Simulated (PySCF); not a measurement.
**Stretching SrSi**

Set-up: Sr def2-TZVPP with ECP28, Si def2-TZVPP; scalar-relativistic core potentials (PySCF 2.14). Energies in eV from Sr + Si in their ground configurations at the same level. All curves are PBE0. state 1: Ms = 1 determinant of mixed spin (⟨S²⟩ near 2.6), unpaired electrons π ↑↑; state 2: Ms = 0 determinant of mixed spin (⟨S²⟩ near 1.4), unpaired electrons π ↑↓, a mixture of terms (⟨Lz²⟩ = 2.0), a second solution, started from another occupation; state 3: Ms = 1 determinant of mixed spin (⟨S²⟩ near 3.0), unpaired electrons σ ↑↑, π ↑↓, a mixture of terms (⟨Lz²⟩ = 2.0), a second solution, started from another occupation; state 4: Ms = 0 determinant of mixed spin (⟨S²⟩ near 2.0), unpaired electrons σ ↓↓, π ↑↑, a second solution, started from another occupation.

| R (Å) | state 1 | state 2 | state 3 | state 4 |
| --- | --- | --- | --- | --- |
| 2.522 | -1.107 | -0.769 | -0.3220 | -0.2721 |
| 2.639 | -1.407 | -1.067 | -0.6048 | -0.5534 |
| 2.756 | -1.572 | -1.228 | -0.7613 | -0.7092 |
| 2.844 | -1.631 | -1.283 | -0.8167 | -0.7648 |
| 2.932 | -1.648 | -1.296 | -0.8321 | -0.7810 |
| 3.020 | -1.633 | -1.278 | -0.8168 | -0.7670 |
| 3.137 | -1.576 | -1.219 | -0.7610 | -0.7140 |
| 3.284 | -1.468 | -1.108 | -0.6528 | -0.6106 |
| 3.460 | -1.309 | -0.949 | -0.4899 | -0.4551 |
| 3.694 | -1.082 | -0.728 | -0.2479 | -0.2254 |

**Question.** Put a parabola through the three lowest points of the state 1 curve and estimate Re, k and ωe (reduced mass 21.22 u; 1 eV/Å² = 0.16022 mdyn/Å; ωe = 1302.8·√(k/μ) cm⁻¹).

**Answer.** Through R = 2.844, 2.932, 3.02 Å the second-order coefficient is 2.07 eV/Å², so Re ≈ 2.935 Å, k ≈ 0.662 mdyn/Å and ωe ≈ 230 cm⁻¹. A polynomial fit of higher order to the unrounded PBE0 energies gives Re = 2.930 Å, k = 0.662 mdyn/Å, ωe = 230 cm⁻¹; anharmonicity and rounding make the difference.

The higher-order fit for each curve: state 1: Re = 2.930 Å, ωe = 230 cm⁻¹, De = 1.65 eV; state 2: Re = 2.921 Å, ωe = 232 cm⁻¹, minimum 1.30 eV below the ground-state fragments; state 3: Re = 2.928 Å, ωe = 227 cm⁻¹, minimum 0.83 eV below the ground-state fragments; state 4: Re = 2.931 Å, ωe = 223 cm⁻¹, minimum 0.78 eV below the ground-state fragments.

Spin–orbit coupling is left out. The state is the lowest determinant that a PBE0 search found; another state may lie lower at other levels.
